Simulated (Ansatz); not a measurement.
Wavefunction ladder for FH2SbSe (`[F][SbH][SeH]`)

```xyz
5

F    -1.081   -1.693    0.073
Sb   -0.243   -0.443   -1.123
Se   -0.477    1.675    0.261
H     1.315   -0.787   -0.495
H     0.486    1.248    1.283
```

Charge 0, multiplicity 1. Correlated methods include outer-core shells of Sb, Se, which these sets cover unevenly. Scalar relativity is left out up to krypton. Sb takes the def2 core potential. The structure was optimised at the PBE0-D4/def2-TZVP level. It is one conformer, not always the lowest. Frozen core, restricted reference, Ansatz 0.2.0.

```csv
basis,HF (Eh),MP2 corr.
def2-SVP,-2739.35148,-0.54006
def2-TZVPP,-2739.79712,-0.87189
def2-QZVPP,-2739.85348,-1.44150
```

(1) Estimate the CCSD correlation energy and the (T) correction in each basis where they were run (hartree).

## Answers

(1) 
```tsv
basis	CCSD corr.	(T)
def2-SVP	-0.56046	-0.01351
def2-TZVPP	-0.87455	-0.02869
```
